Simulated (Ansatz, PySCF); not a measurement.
This Ansatz (a first-principles code) input computes a PBE/def2-TZVPD energy:

Ansatz 0.2 input:
```yaml
crystal:
  periodic: [false, false, false]
  atoms:
    - {symbol: C, position_ang: [-1.55014401, 0.01612694, -0.03329130]}
    - {symbol: Se, position_ang: [0.44456922, -0.00462508, 0.00954768]}
    - {symbol: H, position_ang: [-1.92706299, -0.59608292, -0.85700175]}
    - {symbol: H, position_ang: [-1.92491067, 1.03442984, -0.16736923]}
    - {symbol: H, position_ang: [-1.96251570, -0.37785583, 0.89949748]}
basis:
  gaussian:
    orbitals: def2-TZVPD
hamiltonian:
  xc: {name: PBE}
total_charge: -1
output: {forces: true}
```

**Question.** Write an input for the same energy in PySCF and say what it gives.

**Answer.** 
```python
from pyscf import gto, scf, dft

mol = gto.M(
    atom='''
    C    -1.55014401    0.01612694   -0.03329130
    Se    0.44456922   -0.00462508    0.00954768
    H    -1.92706299   -0.59608292   -0.85700175
    H    -1.92491067    1.03442984   -0.16736923
    H    -1.96251570   -0.37785583    0.89949748
    ''',
    basis='def2-tzvpd',
    charge=-1,
    spin=0,
    verbose=4,
)

mf = dft.RKS(mol, xc='pbe').density_fit(auxbasis='def2-universal-jkfit')
mf.grids.level = 3
mf.conv_tol = 1e-9
mf.max_cycle = 100
mf.max_memory = 1500
mf.kernel()
if not mf.converged:
    mf = mf.newton()
    mf.kernel(mf.make_rdm1())
mf.analyze()
```
It gives -2441.09304 Eh, and Ansatz -2441.09275 Eh, a difference of 0.29 mEh, from the treatment of integrals and grids.
